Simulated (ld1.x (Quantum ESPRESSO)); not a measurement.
## What one change does to a pseudopotential (N (Z = 7), TM)

* Element: N (Z = 7)
* Generator: ld1.x (Quantum ESPRESSO) 7.5
* Type: norm-conserving Troullier–Martins (Kleinman–Bylander form)
* Functional: PBE
* Relativity: fully relativistic
* Frozen core: [He]
* Valence charge: 5
* Reference configuration: 2s2 2p2 (charge +1)
* Partial waves: 2s (bound): rc 0.90 bohr; 2p (bound): rc 2.20 bohr
* Local potential: the p channel
* Core correction: none

Open shells are filled in proportion to 2j + 1 (rel_dist='average').

Change: wave 2s (bound): rc 0.90 bohr becomes 2s (bound): rc 1.34 bohr.

Cutoffs: the cutoffs (Ry, on a coarse ladder) from which the occupation-weighted sum of valence levels, in a spherical-Bessel basis at the reference potential, stays within 10 and 1 mRy of its value at 400 Ry; they do not see the model core or the augmentation charge, which bear on the density cutoff. Errors are all-electron minus pseudo energies relative to the spin-unpolarised reference configuration.

Task: What does the change do?

Result: The potential gets softer (55 Ry and 140 Ry → 35 Ry and 80 Ry); of the 7 tests that both files solve, the error grows in 4 and shrinks in 0 by more than 15 % and 0.3 meV (median size 134.9 → 176.4 meV); neither file shows a bound ghost. A larger radius leaves more room for a smooth pseudo-wave, so fewer plane waves are needed. More of the atom is replaced by a form fitted at one configuration, so other configurations suffer.

```tsv
quantity	base	changed
cutoff, loose	55 Ry	35 Ry
cutoff, tight	140 Ry	80 Ry
loose cutoff by channel (10 mRy a level)	s 50 Ry, p 30 Ry	s 30 Ry, p 30 Ry
bound ghosts	none	none
error for 2s2 2p3, meV [ΔE -13.59 eV]	+9.6	+15
error for 2s2 2p1, meV [ΔE 28.85 eV]	+197	+210
error for 2s2 2p0, meV [ΔE 75.94 eV]	+1412	+1478
error for 2s1 2p4, meV [ΔE -2.08 eV]	+135	+176
error for 2s1 2p0, meV [ΔE 153.75 eV]	+2550	+2535
error for 2s1 2p3, meV [ΔE 11.78 eV]	+5.6	+23
error for 2s2 2p2.5, meV [ΔE -8.50 eV]	+9.8	+12
s: phases at 2.39 bohr within 0.05 rad from the reference energy up to (Ry; the scan ends near 5)	-0.2	-0.2
p1/2: phases at 2.39 bohr within 0.05 rad from the reference energy up to (Ry; the scan ends near 5)	-0.1	-0.1
p3/2: phases at 2.39 bohr within 0.05 rad from the reference energy up to (Ry; the scan ends near 5)	-0.1	-0.1
```
